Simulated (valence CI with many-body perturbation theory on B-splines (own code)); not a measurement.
The numbers below are computed, except where a source is named.
## Sensitivity of CI+MBPT for W⁶¹⁺

Level of theory: valence CI with perturbative core correlation (CI+MBPT): three valence electrons over a frozen Dirac-Fock core [Ne], a basis of 6 s, 6 p, 5 d, 3 f, 1 g functions for each j, with the one-electron correlation potential Σ1, the two-electron term Σ2, the three-electron term Σ3, Breit, model QED; selected CI, second order for the rest, scaled by the run's own slope (own B-spline code, finite nucleus).

No measured spectrum was set against this ion. As an estimate, large intervals hold to a few tenths of a per cent, small ones and those within an open d or f shell to about a per cent.

The reference run has the lowest level (3s^2 3p1/2) J=1/2 and an ionisation energy of 6726.01 eV. Its largest variational space holds 2749 state functions.

Levels are named by their leading jj configuration (3d3/2^4 stands for four electrons in 3d with j = 3/2), which in mixed levels can hold well under half, so a name can repeat and another be missing. Letters in brackets count levels of one name in rising energy.

Changed runs:
A. correlating orbitals by l 3 3 3 2 1 → 4 4 3 0 0
B. three-electron term on → off
C. Breit term on → off; QED terms on → off
D. start configuration 3s2 3p1 → 3s3 (bad on purpose)

Excitation energies of the reference run in cm⁻¹, and shifts in cm⁻¹:

```
                     Level  Reference      A      B       C
        (3s 3p1/2^2) J=1/2    1350770   +199   -102   +3417
        (3s^2 3p3/2) J=3/2    2932100   -100   -4.7  +32494
(3s 3p1/2 3p3/2) J=3/2 [a]    4038090   -619   -253  +36176
    (3s 3p1/2 3p3/2) J=5/2    4184880    +16   -178  +42459
(3s 3p1/2 3p3/2) J=3/2 [b]    4354840   +190   -129  +40328
    (3s 3p1/2 3p3/2) J=1/2    4436210   +435    -14  +36040
        (3s^2 3d3/2) J=3/2    4818720  +2531   +345  +46502
        (3s^2 3d5/2) J=5/2    5409780  +1988   +297  +64111
     (3p1/2^2 3p3/2) J=3/2    5677880   +174   -270  +44923
(3s 3p1/2 3d3/2) J=3/2 [a]    5785610   +363    -47  +49786
    (3s 3p1/2 3d3/2) J=5/2    5884120  +1145   -1.3  +56595
    (3s 3p1/2 3d3/2) J=1/2    6098040  +2285   +202  +49431
    Ionisation energy (eV)    6726.01  -0.09  +0.08  +10.16
```

Run D: It gave no result: a shell was given more electrons than it holds. The program said: "a valence shell holds more than 4l+2 electrons".
